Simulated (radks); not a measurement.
Results of a calculation; reference values are marked as such.
Species: N+. Configuration: [He] 2s2 2p2. Code: a radial shooting solver on a logarithmic mesh with Libxc functionals. Model: non-relativistic Kohn-Sham, LDA (Slater exchange, VWN5 correlation), spin-unpolarised, spherical densities, point nucleus; hard spherical wall at 4 bohr.

Local quantities along the radius. ELF = 1/(1 + alpha^2) is the electron localisation function; alpha = (tau - tau_W)/tau_unif compares the Pauli kinetic energy density with that of the uniform gas; r v_xc is r times the local exchange-correlation potential (hartree bohr); -r V(r) is the screened charge that the Kohn-Sham potential presents (atomic units); s = |grad rho|/(2 (3 pi^2)^(1/3) rho^(4/3)) is the reduced gradient.

r (bohr)	ELF	alpha	r v_xc	-r V(r)	s
0.008794	1.000	0.001850	-0.05015	6.895	0.3992
0.01074	1.000	0.001920	-0.06071	6.872	0.4028
0.01312	1.000	0.002009	-0.07334	6.843	0.4071
0.01602	1.000	0.002124	-0.08840	6.808	0.4124
0.01957	1.000	0.002274	-0.1062	6.764	0.4190
0.0239	1.000	0.002473	-0.1272	6.711	0.4272
0.02943	1.000	0.002754	-0.1527	6.643	0.4378
0.03595	1.000	0.003131	-0.1811	6.563	0.4506
0.04391	1.000	0.003665	-0.2133	6.466	0.4667
0.05363	1.000	0.004453	-0.2493	6.350	0.4869
0.0655	1.000	0.005660	-0.2886	6.212	0.5128
0.08	1.000	0.007611	-0.3303	6.050	0.5460
0.09771	1.000	0.01096	-0.3727	5.862	0.5891
0.1193	1.000	0.01718	-0.4135	5.650	0.6460
0.1458	0.999	0.02979	-0.4496	5.414	0.7220
0.178	0.997	0.05823	-0.4773	5.157	0.8244
0.2175	0.983	0.1305	-0.4926	4.880	0.9615
0.2656	0.899	0.3360	-0.4932	4.583	1.134
0.327	0.506	0.9880	-0.4796	4.254	1.305
0.3994	0.141	2.472	-0.4645	3.922	1.272
0.4879	0.075	3.507	-0.4713	3.588	0.8428
0.5959	0.172	2.198	-0.5174	3.267	0.4140
0.7278	0.519	0.9636	-0.5890	2.953	0.3444
0.889	0.788	0.5189	-0.6586	2.640	0.4596
1.086	0.866	0.3940	-0.7051	2.343	0.6339
1.326	0.870	0.3873	-0.7162	2.079	0.8604
1.62	0.823	0.4636	-0.6866	1.861	1.186
1.978	0.692	0.6666	-0.6170	1.683	1.718
2.416	0.426	1.161	-0.5133	1.531	2.724
2.951	0.132	2.565	-0.3819	1.384	5.270
3.605	0.009	10.68	-0.2084	1.208	23.35

On this mesh the ELF has minima near r = 0.49 bohr, which separate the shells, and maxima near 1.2 (0.87).
